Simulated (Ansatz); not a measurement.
Reaction (substitution at a C–C bond): `CC1=CC1C` + `S[S][GeH3]` → `CS[S][GeH3]` + `CC1C=C1`

Isolated molecules relaxed with PBE0-D4/def2-TZVP in Ansatz; ΔE leaves out vibrations. CCSD(T)/CBS is the MP2 limit (def2-TZVPP, def2-QZVPP) plus CCSD(T) − MP2 in def2-TZVPP, frozen cores. DFT in def2-TZVPP. B3LYP here is the variant with VWN-RPA as its local correlation; programs differ in this. For Ge outer-core shells are correlated without core-valence functions, which leaves a few kJ/mol of doubt a bond. Scalar relativity is left out up to krypton. One conformer a species, not always the lowest.

Is it downhill or uphill in electronic energy at CCSD(T)/CBS, and by how much? (Best estimate.)

The calculation gave: Uphill: ΔE = +0.17 eV.

What do these levels give: ωB97M-V, B3LYP, SCS-MP2/def2-TZVPP, CCSD/def2-TZVPP, CCSD(T)/def2-TZVPP, SCS-MP2/def2-QZVPP? (An estimate is asked.)

Ansatz gave: ωB97M-V 0.19, B3LYP 0.23, SCS-MP2/def2-TZVPP 0.20, CCSD/def2-TZVPP 0.22, CCSD(T)/def2-TZVPP 0.20, SCS-MP2/def2-QZVPP 0.18 eV.

Largest T1 diagnostic among the species: 0.012.

In def2-TZVPP, CCSD(T) changes the Hartree–Fock value by −0.06 eV (the triples alone add −0.02 eV) and MP2 by −0.07 eV.
